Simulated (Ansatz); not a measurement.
Al3O9H9⁺, a hydroxylated oxide cluster. Charge 1, multiplicity 2. Geometry r2SCAN-D4/def2-SVP, that of the neutral singlet; atoms count from 1.

```xyz
21

Al    0.843    1.288    1.034
Al   -0.080   -0.227   -1.609
Al   -0.657   -1.004    1.363
O    -1.380    0.575   -2.818
O     2.380    1.193    0.239
O    -0.309    0.253    0.087
O     1.260    0.576   -2.315
O     0.422    2.858    1.569
O    -2.199   -0.922    2.100
O    -0.683   -1.811   -1.893
O    -0.123   -2.566    0.831
O     0.583   -0.026    2.334
H    -0.881    1.062   -3.496
H    -1.846   -0.161   -3.252
H     3.033    1.887    0.372
H     1.936    0.847   -1.667
H    -0.430    3.129    1.920
H    -2.762   -1.694    2.187
H    -0.571   -2.434   -1.155
H     0.787   -2.872    0.881
H     0.678    0.047    3.289
```

Single mean-field runs in def2-TZVP are fitted with def2-universal-jkfit.

Problem. Estimate the Mulliken populations from the PBE0/def2-TZVP orbitals of Ansatz.

Solution. 
| atom | charge (e) | spin (α − β) |
| --- | --- | --- |
| Al1 | 0.64 | -0.03 |
| Al2 | 0.58 | -0.03 |
| Al3 | 0.63 | -0.02 |
| O4 | -0.46 | 0.00 |
| O5 | -0.55 | 0.14 |
| O6 | -0.33 | 0.02 |
| O7 | -0.42 | 0.27 |
| O8 | -0.46 | 0.17 |
| O9 | -0.46 | 0.18 |
| O10 | -0.46 | 0.21 |
| O11 | -0.55 | 0.11 |
| O12 | -0.47 | 0.01 |
| H13 | 0.40 | 0.00 |
| H14 | 0.40 | 0.00 |
| H15 | 0.36 | 0.00 |
| H16 | 0.36 | -0.01 |
| H17 | 0.35 | 0.00 |
| H18 | 0.35 | 0.00 |
| H19 | 0.36 | -0.01 |
| H20 | 0.35 | 0.00 |
| H21 | 0.37 | 0.00 |
Mulliken values depend strongly on the basis.

Problem. Where does the spin sit?

Solution. Summed by element: Al -0.07, O 1.10, H -0.03, of 1 unpaired in all. Largest on single atoms: O7 0.27, O10 0.21, O9 0.18.

Problem. And the Mayer bond orders between heavy atoms (over 0.3)?

Solution. Al1–O5 1.03 (1.73 Å); Al1–O6 0.76 (1.82 Å); Al1–O8 1.19 (1.71 Å); Al1–O12 0.68 (1.87 Å); Al2–O4 0.58 (1.95 Å); Al2–O6 0.89 (1.78 Å); Al2–O7 1.10 (1.71 Å); Al2–O10 1.11 (1.72 Å); Al3–O6 0.75 (1.82 Å); Al3–O9 1.15 (1.71 Å); Al3–O11 1.07 (1.74 Å); Al3–O12 0.68 (1.85 Å).
